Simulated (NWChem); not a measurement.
# C2H8Si2; SMILES C=C([SiH3])[SiH3]

```xyz
12

C      0.0000     0.0000     1.7906
C      0.0000     0.0000     0.4453
Si    -1.6320     0.0000    -0.4857
Si     1.6320     0.0000    -0.4857
H      0.9278     0.0000     2.3783
H     -0.9278     0.0000     2.3783
H     -1.7358     1.2057    -1.3652
H     -2.7648     0.0000     0.4901
H     -1.7358    -1.2057    -1.3652
H      2.7648     0.0000     0.4901
H      1.7358    -1.2057    -1.3652
H      1.7358     1.2057    -1.3652
```
Atoms are numbered in this order, from 1.

Level: PBE0/def2-SVP (NWChem), optimised geometry, unscaled harmonic frequencies. 

Task: List the harmonic frequencies with IR intensities, and the thermochemistry.

Result: 
```json
[
 {"frequency (cm⁻¹)": "83", "IR intensity (km/mol)": "0.0"},
 {"frequency (cm⁻¹)": "117", "IR intensity (km/mol)": "0.0"},
 {"frequency (cm⁻¹)": "172", "IR intensity (km/mol)": "0.4"},
 {"frequency (cm⁻¹)": "268", "IR intensity (km/mol)": "0.5"},
 {"frequency (cm⁻¹)": "289", "IR intensity (km/mol)": "2.7"},
 {"frequency (cm⁻¹)": "498", "IR intensity (km/mol)": "0.6"},
 {"frequency (cm⁻¹)": "541", "IR intensity (km/mol)": "0.0"},
 {"frequency (cm⁻¹)": "594", "IR intensity (km/mol)": "0.7"},
 {"frequency (cm⁻¹)": "699", "IR intensity (km/mol)": "43.4"},
 {"frequency (cm⁻¹)": "724", "IR intensity (km/mol)": "117.7"},
 {"frequency (cm⁻¹)": "755", "IR intensity (km/mol)": "0.0"},
 {"frequency (cm⁻¹)": "849", "IR intensity (km/mol)": "35.5"},
 {"frequency (cm⁻¹)": "906", "IR intensity (km/mol)": "407.6"},
 {"frequency (cm⁻¹)": "932", "IR intensity (km/mol)": "0.0"},
 {"frequency (cm⁻¹)": "934", "IR intensity (km/mol)": "75.7"},
 {"frequency (cm⁻¹)": "938", "IR intensity (km/mol)": "79.3"},
 {"frequency (cm⁻¹)": "947", "IR intensity (km/mol)": "7.5"},
 {"frequency (cm⁻¹)": "955", "IR intensity (km/mol)": "111.8"},
 {"frequency (cm⁻¹)": "1009", "IR intensity (km/mol)": "26.3"},
 {"frequency (cm⁻¹)": "1145", "IR intensity (km/mol)": "20.7"},
 {"frequency (cm⁻¹)": "1432", "IR intensity (km/mol)": "22.1"},
 {"frequency (cm⁻¹)": "1664", "IR intensity (km/mol)": "15.3"},
 {"frequency (cm⁻¹)": "2222", "IR intensity (km/mol)": "113.6"},
 {"frequency (cm⁻¹)": "2223", "IR intensity (km/mol)": "0.0"},
 {"frequency (cm⁻¹)": "2228", "IR intensity (km/mol)": "207.3"},
 {"frequency (cm⁻¹)": "2229", "IR intensity (km/mol)": "17.9"},
 {"frequency (cm⁻¹)": "2232", "IR intensity (km/mol)": "59.8"},
 {"frequency (cm⁻¹)": "2235", "IR intensity (km/mol)": "167.7"},
 {"frequency (cm⁻¹)": "3114", "IR intensity (km/mol)": "16.1"},
 {"frequency (cm⁻¹)": "3204", "IR intensity (km/mol)": "5.0"}
]
```

```
Quantity                                                                           Result
-----------------------------------------------------------------------  ----------------
zero-point energy                                                           51.6 kcal/mol
thermal correction to the enthalpy at 298.15 K (with zero-point energy)     56.7 kcal/mol
heat capacity Cv                                                         25.0 cal/(mol K)
entropy at 298.15 K and 1 atm (symmetry number 2)                        80.6 cal/(mol K)
dipole moment                                                                      0.87 D
```

Rigid rotor and harmonic oscillator; modes under 100 cm⁻¹ make the entropy uncertain.
